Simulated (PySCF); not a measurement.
Computed shifts of a molecule CH5F2NSi, PBE/pcSseg-1 in PySCF, GIAO, gas phase, atoms alike by connectivity averaged where their shifts nearly agree, in ppm (number of nuclei): ²⁹Si: -37.9 (1). ¹⁹F: -151.1 (1), -183.9 (1). ¹⁵N: 46.7 (1). ¹³C: 29.9 (1). ¹H: 4.92 (1), 2.97 (3), 1.21 (1). References: ²⁹Si against TMS (σ = 335.4 ppm); ¹⁹F against CFCl3 (σ = 133.6 ppm); ¹⁵N against NH3 (σ = 267.0 ppm); ¹³C against TMS (σ = 182.0 ppm); ¹H against TMS (σ = 31.49 ppm), references at their B3LYP-D3(BJ)/def2-TZVP geometries, non-relativistic. Coordinates come from a PBE0-D3(BJ)/def2-SVP optimisation. One conformer was computed; it need not be the lowest.

Question: Which structure fits?
(A) NC[SiH](F)F
(B) C[Si](N)(F)F
(C) CN[SiH](F)F
(D) N[Si@@H](F)CF

Answer: C, CN[SiH](F)F
